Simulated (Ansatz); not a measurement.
A run of Ansatz (development build ahead of 0.2.0) on doublet CH3Zn at this shape:

```xyz
5

Zn    0.0000    0.0000    0.0000
C     0.0000    0.0000    2.0000
H     1.0300    0.0000    2.3600
H    -0.5150    0.8920    2.3600
H    -0.5150   -0.8920    2.3600
```

Its results:

| Quantity | Value |
| --- | --- |
| Converged | yes |
| Total energy | -1818.66688 hartree |
| Spin squared of the determinant | 0.750 |
| Stability test | minimum among restricted orbitals |

Forces (eV/Å):
```csv
atom,Fx,Fy,Fz
Zn1,0.000,0.000,-0.108
C2,0.000,0.000,-0.252
H3,0.329,0.000,0.120
H4,-0.165,0.285,0.120
H5,-0.165,-0.285,0.120
```

Task: Which input gives this output? Name the method, the orbitals and the basis set, and write the input.

Result: PBE0 (restricted open-shell) in def2-SVP.

```yaml
crystal:
  periodic: [false, false, false]
  atoms:
    - { symbol: Zn, position_ang: [0.0, 0.0, 0.0] }
    - { symbol: C, position_ang: [0.0, 0.0, 2.0] }
    - { symbol: H, position_ang: [1.03, 0.0, 2.36] }
    - { symbol: H, position_ang: [-0.515, 0.89201, 2.36] }
    - { symbol: H, position_ang: [-0.515, -0.89201, 2.36] }
basis:
  gaussian: { orbitals: def2-SVP }
magnetization:
  initial_magnetization: 1
hamiltonian:
  xc: pbe0
output:
  forces: true
```
